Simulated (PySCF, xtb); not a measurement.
GeH5O3P, SMILES [OH][Ge]([OH])([OH])[PH2].

GFN2-xTB run with xtb at its own geometry gives an orbital gap of 4.76 eV and a dipole moment of 0.95 D.

Geometry: B3LYP-D3(BJ)/def2-SVP. The values are those of a single conformer.

Q: What does CAM-B3LYP/def2-TZVP (PySCF) give? (An estimate is asked for; the answer gives what the named calculation found.)

A: gap 9.78 eV (levels -9.18 and 0.59 eV), dipole 0.87 D.
